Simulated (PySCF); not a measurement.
PySCF run on ZnN

File input.py (PySCF 2.14):

```python
from pyscf import gto, scf, cc

mol = gto.M(
    atom='Zn 0 0 0; N 0 0 1.661',
    basis='def2-svpd',
    charge=0,
    spin=3,
    symmetry=True,
    verbose=4,
)
mf = scf.UHF(mol)
mf.kernel()
mycc = cc.CCSD(mf, frozen=6)
mycc.kernel()
e = mycc.ipccsd(nroots=5)[0]
print('roots (eV) =', (e*27.211386).round(3))
mf.dip_moment()
print('orbital energies (hartree):', [e[max(0, n-3):n+3].round(4) for e, n in zip(mf.mo_energy, mol.nelec)])
```

```bash
$ python input.py
```

Output (some set-up lines and the per-cycle HOMO/LUMO lines with their warnings removed):

```
PySCF version 2.14.0

[INPUT] Symbol           X                Y                Z      unit          X                Y                Z       unit  Magmom
[INPUT]  1 Zn     0.000000000000   0.000000000000   0.000000000000 AA    0.000000000000   0.000000000000   0.000000000000 Bohr   0.0
[INPUT]  2 N      0.000000000000   0.000000000000   1.661000000000 AA    0.000000000000   0.000000000000   3.138835092903 Bohr   0.0

nuclear repulsion = 66.9038015010235
point group symmetry = Coov
symmetry origin: [0.         0.         0.59383367]
symmetry axis x: [1. 0. 0.]
symmetry axis y: [0. 1. 0.]
symmetry axis z: [0. 0. 1.]
num. orbitals of irrep A1 = 20
num. orbitals of irrep E1x = 11
num. orbitals of irrep E1y = 11
num. orbitals of irrep E2x = 5
num. orbitals of irrep E2y = 5
num. orbitals of irrep E3x = 1
num. orbitals of irrep E3y = 1
number of shells = 20
number of NR pGTOs = 106
number of NR cGTOs = 54
basis = def2-svpd
ecp = {}

******** <class 'pyscf.scf.uhf_symm.SymAdaptedUHF'> ********
method = SymAdaptedUHF
initial guess = minao
damping factor = 0
level_shift factor = 0
DIIS = <class 'pyscf.scf.diis.CDIIS'>
SCF conv_tol = 1e-09
SCF max_cycles = 50
number electrons alpha = 20  beta = 17
Freeze 0 electrons in irreps []
    37 free electrons in irreps A1 E1x E1y E2x E2y E3x E3y
init E= -1831.34892772163

cycle= 1 E= -1831.77768333153  delta_E= -0.429  |g|= 0.233  |ddm|= 1.32
cycle= 2 E= -1831.8235420815  delta_E= -0.0459  |g|= 0.125  |ddm|= 0.481
cycle= 3 E= -1831.83239012727  delta_E= -0.00885  |g|= 0.0392  |ddm|= 0.162
cycle= 4 E= -1831.83561809983  delta_E= -0.00323  |g|= 0.0169  |ddm|= 0.143
cycle= 5 E= -1831.83615660094  delta_E= -0.000539  |g|= 0.00948  |ddm|= 0.0543
cycle= 6 E= -1831.83635415296  delta_E= -0.000198  |g|= 0.00502  |ddm|= 0.0353
cycle= 7 E= -1831.83645340427  delta_E= -9.93e-05  |g|= 0.00278  |ddm|= 0.0303
cycle= 8 E= -1831.83648602322  delta_E= -3.26e-05  |g|= 0.000519  |ddm|= 0.0256
cycle= 9 E= -1831.83648681113  delta_E= -7.88e-07  |g|= 0.000182  |ddm|= 0.00346
cycle= 10 E= -1831.83648688728  delta_E= -7.62e-08  |g|= 5.57e-05  |ddm|= 0.00108
cycle= 11 E= -1831.83648689377  delta_E= -6.49e-09  |g|= 1.57e-05  |ddm|= 0.000355
cycle= 12 E= -1831.83648689412  delta_E= -3.5e-10  |g|= 6.31e-06  |ddm|= 6.17e-05
Extra cycle  E= -1831.83648689416  delta_E= -4.05e-11  |g|= 3.01e-06  |ddm|= 1.44e-05
converged SCF energy = -1831.83648689416  <S^2> = 3.7728758  2S+1 = 4.0114216

******** <class 'pyscf.cc.uccsd.UCCSD'> ********
CC2 = 0
CCSD nocc = (np.int64(14), np.int64(11)), nmo = (48, 48)
frozen orbitals 6
max_cycle = 50
direct = 0
conv_tol = 1e-07
conv_tol_normt = 1e-06
Init t2, MP2 energy = -0.464274217119577
Init E_corr(UCCSD) = -0.464274217128001
cycle = 1  E_corr(UCCSD) = -0.433999158272939  dE = 0.0302750589  norm(t1,t2) = 0.114657
cycle = 2  E_corr(UCCSD) = -0.456541441968587  dE = -0.0225422837  norm(t1,t2) = 0.0473049
cycle = 3  E_corr(UCCSD) = -0.452847651496827  dE = 0.00369379047  norm(t1,t2) = 0.0335204
cycle = 4  E_corr(UCCSD) = -0.455020538683809  dE = -0.00217288719  norm(t1,t2) = 0.0162353
cycle = 5  E_corr(UCCSD) = -0.455844225305074  dE = -0.000823686621  norm(t1,t2) = 0.00608952
cycle = 6  E_corr(UCCSD) = -0.455613968790049  dE = 0.000230256515  norm(t1,t2) = 0.00318907
cycle = 7  E_corr(UCCSD) = -0.455569209751104  dE = 4.47590389e-05  norm(t1,t2) = 0.00119548
cycle = 8  E_corr(UCCSD) = -0.4556104934296  dE = -4.12836785e-05  norm(t1,t2) = 0.000598348
cycle = 9  E_corr(UCCSD) = -0.455626529686962  dE = -1.60362574e-05  norm(t1,t2) = 0.000309832
cycle = 10  E_corr(UCCSD) = -0.455609943021704  dE = 1.65866653e-05  norm(t1,t2) = 9.8204e-05
cycle = 11  E_corr(UCCSD) = -0.455615984607971  dE = -6.04158627e-06  norm(t1,t2) = 5.62844e-05
cycle = 12  E_corr(UCCSD) = -0.455612452385034  dE = 3.53222294e-06  norm(t1,t2) = 2.24846e-05
cycle = 13  E_corr(UCCSD) = -0.455613045648469  dE = -5.93263436e-07  norm(t1,t2) = 9.26416e-06
cycle = 14  E_corr(UCCSD) = -0.455613046272438  dE = -6.23968988e-10  norm(t1,t2) = 5.30508e-06
cycle = 15  E_corr(UCCSD) = -0.455612826654037  dE = 2.19618401e-07  norm(t1,t2) = 1.92606e-06
cycle = 16  E_corr(UCCSD) = -0.455612866228236  dE = -3.95741983e-08  norm(t1,t2) = 1.00983e-06
cycle = 17  E_corr(UCCSD) = -0.45561288190036  dE = -1.56721247e-08  norm(t1,t2) = 5.96779e-07
UCCSD converged
E(UCCSD) = -1832.292099776058  E_corr = -0.4556128819003604

******** <class 'pyscf.cc.eom_uccsd.EOMIP'> ********
max_space = 20
max_cycle = 50
conv_tol = 1e-07
partition = None
EOM-CCSD root 0 E = 0.287016076163513  qpwt = 0.959195  conv = True
EOM-CCSD root 1 E = 0.3580745372441968  qpwt = 0.935893  conv = True
EOM-CCSD root 2 E = 0.4102531843155025  qpwt = 0.649607  conv = True
EOM-CCSD root 3 E = 0.4316311576676685  qpwt = 0.100066  conv = True
EOM-CCSD root 4 E = 0.4316311576676697  qpwt = 0.100066  conv = True
roots (eV) = [ 7.81   9.744 11.164 11.745 11.745]
Dipole moment(X, Y, Z, Debye):  0.00000,  0.00000, -1.65540
orbital energies (hartree): [array([-0.5129, -0.4919, -0.2945,  0.052 ,  0.052 ,  0.0898]), array([-0.8202, -0.7315, -0.3743,  0.0269,  0.0392,  0.0392])]
```

In short: E(SCF) = -1831.836487 Eh, 12 cycles, E(CCSD) − E(SCF) = -0.45561 Eh, ⟨S²⟩ = 3.773, μz(SCF) = -1.66 D, ionisation roots 7.810, 9.744, 11.164, 11.745, 11.745 eV.

Wall time 18 s on one thread of a shared host.

The bond length is a typed value, not an optimised one. No search for the lowest solution was made.
